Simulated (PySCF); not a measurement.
Ir(OH) (HIrO), SMILES [Ir][OH] (connectivity only; charge and spin as stated), neutral, multiplicity 3.

Geometry optimised at PBE-D3(BJ)/def2-TZVPD. The multiplicity is an assumed one; other spin states were not compared. The def2 effective core potentials stand for the cores of Ir; spin–orbit coupling is left out.

These are PBE-D3(BJ)/def2-TZVPD (PySCF) values and carry that method's errors.

Frequencies are harmonic and unscaled.

Computed normal modes with their intensities:
```json
[
 {"mode": "1", "ν (cm⁻¹)": "680", "IR (km/mol)": "44.9", "moving atoms (share of kinetic energy)": "O 88 %, Ir 8 %"},
 {"mode": "2", "ν (cm⁻¹)": "945", "IR (km/mol)": "75.4", "moving atoms (share of kinetic energy)": "H 92 %"},
 {"mode": "3", "ν (cm⁻¹)": "3542", "IR (km/mol)": "42.0", "moving atoms (share of kinetic energy)": "H 94 %"}
]
```
